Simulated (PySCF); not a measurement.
Al(All)(Cl)(OH) (C3H6AlClO), SMILES C=C[CH2][Al]([OH])[Cl]. Atoms are numbered in the order given.

```xyz
12

Al     0.0837    -0.2938     0.6300
C     -0.0439    -1.2785    -1.0453
C      0.0928    -0.1898    -2.0716
C      1.2433     0.2629    -2.5930
H     -0.9933    -1.8249    -1.1502
H      0.7921    -1.9949    -1.0926
H     -0.8402     0.3098    -2.3635
H      2.2069    -0.1899    -2.3356
H      1.2564     1.0937    -3.3026
Cl    -1.4855     0.9624     1.2874
O      1.5310    -0.3592     1.5172
H      1.7439     0.1709     2.2908
```

Geometry optimised at B3LYP-D3(BJ)/def2-SVP. The values are those of a single conformer.

Two levels are set side by side: PBE/pcSseg-1 (PySCF) and B3LYP/pcSseg-1 (PySCF). GIAO shifts against H2O (¹⁷O), HCl (³⁵Cl), TMS (¹H), TMS (¹³C) at the same level; non-relativistic, no solvent, atoms listed together averaged. Without spin–orbit terms, shifts of atoms bonded to Cl or Br come out too high at both levels. Differences are taken from unrounded values.

```tsv
quantity	B3LYP
δ(¹³C) of C2 (ppm)	20.0
δ(¹³C) of C3 (ppm)	145.6
δ(¹³C) of C4 (ppm)	122.6
δ(¹H) of H7 (ppm)	6.39
δ(³⁵Cl) of Cl10 (ppm)	-5.6
δ(¹⁷O) of O11 (ppm)	53.8
δ(¹H) of H12 (ppm)	2.57
```

Question: What does PBE give, and how far is it from B3LYP? (An estimate is asked for; the answer gives what the named calculation found.)

Answer: 
```
quantity                 PBE  PBE minus B3LYP
---------------------  -----  ---------------
δ(¹³C) of C2 (ppm)      22.2              2.3
δ(¹³C) of C3 (ppm)     142.5             -3.1
δ(¹³C) of C4 (ppm)     121.4             -1.2
δ(¹H) of H7 (ppm)       6.44             0.05
δ(³⁵Cl) of Cl10 (ppm)   19.1             24.7
δ(¹⁷O) of O11 (ppm)     64.0             10.1
δ(¹H) of H12 (ppm)      2.65             0.07
```

Rough cost on one machine, each run with all the roots and properties that it gave: B3LYP against PBE within a factor of 2.
